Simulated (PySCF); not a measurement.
H3IrO3, SMILES [OH][Ir]([OH])[OH], multiplicity 1. Geometry optimised at PBE-D3(BJ)/def2-SVP. The spin state was assumed, not searched. The def2 effective core potentials stand for the cores of Ir; spin–orbit coupling is left out. The values are those of a single conformer.

Problem. Give the equilibrium geometry at PBE-D3(BJ)/def2-SVP (PySCF confirms it by a frequency run) as bond lengths and angles, and its point group. (The exact figures need the calculation; the answer reports its results.)

Solution. This is not unique; one that fits is point group Cs.
Atoms: Ir1 O2 H3 O4 H5 O6 H7. Bond lengths (Å): Ir1–O2 1.856, Ir1–O4 1.857, Ir1–O6 1.856, O2–H3 0.988, O4–H5 0.989, O6–H7 0.988. Angles (°): O2–Ir1–O4 119.6, O2–Ir1–O6 120.8, O4–Ir1–O6 119.6, Ir1–O2–H3 107.8, Ir1–O4–H5 106.6, Ir1–O6–H7 107.8.
Charge 0, spin multiplicity 1.
